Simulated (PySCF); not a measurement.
F4Ti, charge -1, multiplicity 2. Atoms are numbered in the order given.

```xyz
5

Ti     0.0000     0.0000     0.0000
F      1.1566     1.1566     0.8806
F     -1.1566    -1.1566     0.8806
F      1.1566    -1.1566    -0.8806
F     -1.1566     1.1566    -0.8806
```
Charge -1, spin multiplicity 2.

Coordinates come from a PBE0-D3(BJ)/def2-SVPD optimisation. The spin state was assumed, not searched. The isomer is the one that the SMILES or the coordinates give; other isomers of the formula were not compared.

All values below come from PySCF with PBE0/def2-SVPD.

Mulliken values depend strongly on the basis, most of all with diffuse functions as here. ESP charges are fitted to the potential on shells at 1.4 to 2.0 van der Waals radii. Atomic charges (e):

```json
[
 {"atom": "Ti1", "meta-Löwdin": "1.53", "Mulliken": "1.93", "ESP fit": "1.23", "Mulliken spin": "1.00"},
 {"atom": "F2", "meta-Löwdin": "-0.63", "Mulliken": "-0.73", "ESP fit": "-0.56", "Mulliken spin": "0.00"},
 {"atom": "F3", "meta-Löwdin": "-0.63", "Mulliken": "-0.73", "ESP fit": "-0.56", "Mulliken spin": "0.00"},
 {"atom": "F4", "meta-Löwdin": "-0.63", "Mulliken": "-0.73", "ESP fit": "-0.56", "Mulliken spin": "0.00"},
 {"atom": "F5", "meta-Löwdin": "-0.63", "Mulliken": "-0.73", "ESP fit": "-0.56", "Mulliken spin": "0.00"}
]
```
